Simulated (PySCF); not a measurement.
Ligand exchange on a metal centre used in film growth or etching (Y Cl-F). All species are isolated molecules in the gas phase.

Level of theory: PySCF 2.14.0 with TPSSh-D3(BJ)/def2-TZVP // r2SCAN-D4/def2-SVP. 

```csv
species,LUMO (eV),HOMO (eV)
0 of 3 Cl replaced by F ([Y(Cl)3]),-3.17,___
1 of 3 Cl replaced by F ([Y(Cl)2(F)]),-3.01,___
2 of 3 Cl replaced by F,-2.82,-8.18
3 of 3 Cl replaced by F ([Y(F)3]),-2.61,-9.41
```

Task: Some entries are withheld; supply them.

Result: 
- 0 of 3 Cl replaced by F ([Y(Cl)3]), HOMO (eV): -8.39
- 1 of 3 Cl replaced by F ([Y(Cl)2(F)]), HOMO (eV): -8.31
